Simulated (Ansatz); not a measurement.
Sn(H)(Br)(NH2)2 (BrH5N2Sn), SMILES [NH2][SnH]([Br])[NH2].

The structure is a stationary point at PBE0-D3(BJ)/def2-SVP. The structure was generated by enumeration; whether it is a known compound was not checked. The def2 effective core potentials stand for the cores of Sn; spin–orbit coupling is left out. One conformer was computed; it need not be the lowest.

Two levels are set side by side: PBE/def2-SVPD (Ansatz, a program for electronic structure) and PBE0/def2-SVPD (Ansatz). Energy differences of separate SCF runs at the same geometry; the states with an electron removed or added have multiplicity 2 and 2. Differences are taken from unrounded values.

```json
[
 {"quantity": "vertical ionisation energy (eV)", "PBE": "9.03"},
 {"quantity": "vertical singlet–triplet gap (eV)", "PBE": "4.34"}
]
```

Problem. These are the PBE values. What does PBE0 give? (An estimate is asked for; the answer gives what the named calculation found.)

Solution. 
```
quantity                           PBE0  PBE minus PBE0
---------------------------------  ----  --------------
vertical ionisation energy (eV)    9.52           -0.49
vertical singlet–triplet gap (eV)  4.92           -0.58
```
